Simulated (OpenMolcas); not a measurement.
Cr4+: moving the ligands

Cr4+ with 6 ligands (sulfide) in trigonal prismatic coordination (D3h) at 2.29 Å, a polar angle of 55.0° against the regular 49.1°. A charge of +1.33 e stands 2.8 Å behind each ligand. Ligand basis ANO-RCC-VDZP.
```
Cr    0.0000    0.0000    0.0000
S     1.8757    0.0000    1.3138
S    -0.9378    1.6244    1.3138
S    -0.9378   -1.6244    1.3138
S     1.8757    0.0000   -1.3138
S    -0.9378    1.6244   -1.3138
S    -0.9378   -1.6244   -1.3138
```

| Quantity | Value |
| --- | --- |
| Program | OpenMolcas 26.06 |
| Method | CASSCF |
| Basis | ANO-RCC-VDZP [5s4p2d1f] |
| Scalar Hamiltonian | DKH2, point nucleus |
| Active space | 2 electrons in 5 orbitals (3d) |
| State averaging | 2S+1 = 3 even, 10 roots; 2S+1 = 1 even, 15 roots |
| Spin-orbit coupling | RASSI with atomic mean-field integrals over the reference wave functions |

Runs around this geometry, states (labels of D3, the rotations of D3h). Energies in cm-1 above the lowest state or level, χT in cm3 K/mol.

```tsv
R (Å)	Polar angle / regular	Ground state	First state of that spin	First gap with spin-orbit (degeneracies)	χT at 300 K	First state of another spin
2.29	1.12	3E	3A2 10588	227.1 (2, 2)	0.756	1A1 13213
2.46	1.12	3E	3E 8830	239.0 (2, 2)	0.736	1A1 13684
2.33	1.176	3E	3A2 9835	230.0 (2, 2)	0.752	1A1 13703
```

An orbital doublet at a regular site is open to a Jahn-Teller distortion, which this geometry leaves out. Without dynamic correlation the repulsion within the d shell is too large (B by tens of per cent), so at a given field states of lower spin stand too high. The sulfide ions are held by bare point charges, a crude embedding. Ligand-to-metal charge-transfer states are missing. This ion would oxidise such ligands; the complex is a model and need not exist. With no ligand orbital active B as a rule stays too high, so bands that hang on it stand too high and its fall with covalency is understated. With metal d orbitals alone and no dynamic correlation the field as a rule comes out too small, by tens of per cent, by up to half for chloride and softer ligands. The least metal-like active orbital is 68 % on the metal (Löwdin) and no ligand orbital is active, so the numbers are rough (holds for R = 2.29, ratio = 1.12). The least metal-like active orbital is 70 % on the metal (Löwdin) and no ligand orbital is active, so the numbers are rough (holds for R = 2.46, ratio = 1.12). The least metal-like active orbital is 67 % on the metal (Löwdin) and no ligand orbital is active, so the numbers are rough (holds for R = 2.33, ratio = 1.176). No measured value stands beside these numbers; the geometry is a model, was not optimised and need not be the one that this ion takes.
